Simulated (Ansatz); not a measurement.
Basis-set extrapolation for C2H9BOSi (`BCOC[SiH3]`) (PBE0-D4/def2-TZVP geometry, frozen core, the Gaussian-basis code of Ansatz). Multiplicity 1, RHF reference.

```json
{"": "HF", "def2-TZVPP": "-469.483189", "def2-QZVPP": "-469.500880"}
{"": "MP2 correlation", "def2-TZVPP": "-0.811325", "def2-QZVPP": "-0.867954"}
{"": "CCSD(T) correlation", "def2-TZVPP": "-0.903911", "def2-QZVPP": "not run"}
```

Energies in hartree. Use E(X) = E(∞) + A·exp(−7.88·√X) for Hartree–Fock and E(X) = E(∞) + B·X^(−2.97) for correlation, with X = 3 and 4, and add CCSD(T) minus MP2 of the smaller set to the MP2 limit.

Q: What is the CCSD(T) energy at the basis-set limit?

A: HF limit: -469.500880 + (-0.017691) × 0.13774 = -469.50332. MP2 limit: -0.867954 + (-0.056629) × 0.74074 = -0.90990. Higher-order term: -0.903911 − (-0.811325) = -0.09259. Total: -470.50581 hartree, 311.7 kJ/mol below CCSD(T)/def2-TZVPP.
